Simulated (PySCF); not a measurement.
**Steps of a relaxation of SmCl3(H2O)**

SmCl3(H2O) (singlet in the valence; each metal's 4f electrons, 5 of them, lie in its core potential, out of spins and levels). PySCF 2.14.0, RKS PBE0, Sm lcecp-1-SVP with ECP51, Cl def2-SVP, O def2-SVP, H def2-SVP; non-relativistic Hamiltonian with scalar-relativistic core potentials where named; density fitting; no spin-orbit coupling. Origin of the start: template. Columns: position (Å) and force (eV/Å). Energies are counted from the last step; some of the 17 steps are shown. Forces carry noise of the integration grid, about 0.01 to 0.03 eV/Å.

Run from Python with OMP_NUM_THREADS=2. Where DIIS fails, smearing, a level shift and second-order steps follow.
It took 3.9 min on 2 threads of Arm Neoverse V1, with other jobs on the host, from the converged density of the start.

```xyz
7
step 0  E = 0.426 eV
Sm   -0.0982    0.0982   -0.0982     0.94   -0.94    0.94
Cl    1.4361    1.6325    1.4361    -0.86   -0.61   -0.84
Cl   -1.6325   -1.4361    1.4361     0.64    0.84   -0.84
Cl    1.4361   -1.4361   -1.6325    -0.86    0.84    0.61
O    -1.5401    1.5401   -1.5401    -0.04    0.06   -0.06
H    -1.8808    2.4252   -1.3363     0.09   -0.12    0.06
H    -1.8808    1.3363   -2.4252     0.09   -0.06    0.12
```

```xyz
7
step 5  E = 0.010 eV
Sm    0.0171   -0.0149    0.0149     0.06   -0.02    0.02
Cl    1.2227    1.8515    1.2748    -0.11   -0.12   -0.11
Cl   -1.7997   -1.2761    1.2761     0.10    0.08   -0.08
Cl    1.2227   -1.2748   -1.8515    -0.11    0.11    0.12
O    -1.3782    1.4084   -1.4084     0.06   -0.05    0.05
H    -1.7226    2.2826   -1.1836     0.00    0.01    0.01
H    -1.7226    1.1836   -2.2826     0.00   -0.01   -0.01
```

```xyz
7
step 11  E = 0.001 eV
Sm   -0.0005   -0.0515    0.0515    -0.01   -0.02    0.02
Cl    1.1157    1.9142    1.2088     0.01    0.02    0.01
Cl   -1.7929   -1.3199    1.3199     0.00    0.00    0.00
Cl    1.1157   -1.2088   -1.9142     0.01   -0.01   -0.02
O    -1.3547    1.3692   -1.3692    -0.05    0.06   -0.06
H    -1.6219    2.2787   -1.1785     0.02   -0.03    0.01
H    -1.6219    1.1785   -2.2787     0.02   -0.01    0.03
```

**Question.** Where does the relaxation end?

**Answer.** It converges at step 16 in Cs:
```xyz
7
step 16  E = 0
Sm   -0.0238   -0.0570    0.0570
Cl    1.0899    1.9188    1.2046
Cl   -1.7611   -1.3614    1.3614
Cl    1.0899   -1.2046   -1.9188
O    -1.3744    1.3714   -1.3714
H    -1.5904    2.2970   -1.1961
H    -1.5904    1.1961   -2.2970
```

**Question.** How did the contacts change?

**Answer.** 
```
     contact  start (Å)  end (Å)
Sm1–Cl2 (Cl)      2.657    2.542
Sm1–Cl3 (Cl)      2.657    2.534
Sm1–Cl4 (Cl)      2.657    2.542
Sm1–O5 (H2O)      2.497    2.430
```


A frequency check found unstable modes (1, the lowest at -39 cm⁻¹), so the relaxed geometry is a saddle point, or these are noise. An lcecp potential fixes the number of 4f electrons, so in runs with it no electron can move into or out of that shell.
